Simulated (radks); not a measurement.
Spherical quantum dot in the effective-mass picture: electrons in a hard-walled sphere of radius 2.69, all in effective atomic units (hartree* = m*/eps^2 hartree, bohr* = eps/m* bohr), one dielectric constant everywhere. Method: non-relativistic Kohn-Sham, PBEsol, spin-polarised, spherical densities; computed with a radial shooting solver with Libxc functionals. Levels are named by radial order and angular momentum (1s, 1p, 1d, 2s, ...), and open shells are averaged over m. Results are scaled to m* = 0.255 and eps = 18, for which hartree* = 21.42 meV and bohr* = 3.735 nm.

N = 19, configuration 1s2 1p6 1d10 1f(up 1, down 0). This is the lowest configuration that the search found. Occupied and some empty levels:

level,occupation,eigenvalue (meV),<r> (nm)
1s up,1,212.26,6.366
1s down,1,212.62,6.353
1p up,3,221.30,6.766
1p down,3,221.70,6.759
1d up,5,235.89,7.065
1d down,5,236.33,7.061
1f up,1,255.28,7.299
1f down,0,255.75,7.297
2s up,0,260.23,4.593
2s down,0,260.37,4.596
1g up,0,279.06,7.490
1g down,0,279.54,7.488
2p up,0,287.09,5.283
2p down,0,287.28,5.282
2d up,0,318.52,5.736
2d down,0,318.76,5.735

Energy (meV): total 2527.30, kinetic 847.78, external 0, Hartree 1914.8, exchange-correlation -235.29.

Electron density:

r (nm),n(r) (e/nm^3)
0.532,0.0005922
1.03,0.0006845
1.53,0.0008550
2.03,0.001128
2.53,0.001534
3.03,0.002102
3.53,0.002855
4.03,0.003797
4.53,0.004902
5.04,0.006101
5.54,0.007266
6.04,0.008217
6.54,0.008730
7.04,0.008593
7.54,0.007675
8.04,0.006020
8.54,0.003937
9.04,0.001908
9.54,0.0004962
10.0,1.212e-06
